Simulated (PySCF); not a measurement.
CaAl: energy against distance

Set-up: basis Ca aug-pcseg-1, Al aug-pcseg-1; no relativity; PySCF 2.14. Energies in eV from Ca + Al in their ground configurations at the same level. State: doublet, unpaired electrons π ↑.

| R (Å) | ROHF-CCSD |
| --- | --- |
| 2.841 | -0.0481 |
| 2.968 | -0.1921 |
| 3.062 | -0.2567 |
| 3.157 | -0.2939 |
| 3.252 | -0.3106 |
| 3.378 | -0.3107 |
| 3.536 | -0.2897 |
| 3.725 | -0.2511 |

Problem. Put a parabola through the three lowest points of the ROHF-CCSD curve and estimate Re, k and ωe (reduced mass 16.11 u; 1 eV/Å² = 0.16022 mdyn/Å; ωe = 1302.8·√(k/μ) cm⁻¹).

Solution. Through R = 3.252, 3.378, 3.536 Å the second-order coefficient is 0.471 eV/Å², so Re ≈ 3.316 Å, k ≈ 0.151 mdyn/Å and ωe ≈ 126 cm⁻¹. A polynomial fit of higher order to the unrounded ROHF-CCSD energies gives Re = 3.313 Å, k = 0.206 mdyn/Å, ωe = 147 cm⁻¹; anharmonicity and rounding make the difference.

The higher-order fit for each curve: ROHF-CCSD: Re = 3.313 Å, ωe = 147 cm⁻¹, De = 0.313 eV.

Correlated steps freeze 10 core orbitals. The bond is weak. Basis-set superposition, not corrected here, can be much of De in a small basis, most of all at correlated wavefunction levels. The state is the lowest determinant that a PBE0 search found; another state may lie lower at other levels.
